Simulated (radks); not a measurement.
Values are calculated unless marked as measured or tabulated.
Q: The antimony ion Sb40+, configuration [Ne] 3s1. Level of theory: scalar-relativistic Kohn-Sham, LDA (Slater exchange, Perdew-Wang correlation), spin-polarised, spherical densities, finite nucleus; open shells are filled with parallel spins first (spin-orbit coupling, left out, can overturn this in heavy ions); Fermi nuclear charge, rms radius 4.6802 fm (a radial shooting solver on a logarithmic mesh with Libxc functionals). Some entries of the table are withheld. Estimate them.

orbital  occ.  eigenvalue (eV)  <r^2> (bohr^2)
1s up       1        -32844.94        0.001094
1s down     1        -32842.04        0.001094
2s up       1        -7027.961         0.01707
2s down     1        -7024.780         0.01705
2p up       3        -6589.503         0.01336
2p down     3        -6586.694         0.01334
3s up       1        -2871.707             (1)
3s down     0        -2851.993             (2)
3p up       0        -2736.518         0.08964
3p down     0        -2717.753         0.08953
4s up       0        -1544.214          0.3174
4s down     0        -1536.053          0.3201

A: 
(1) 3s up <r^2> (bohr^2): 0.09488
(2) 3s down <r^2> (bohr^2): 0.09486
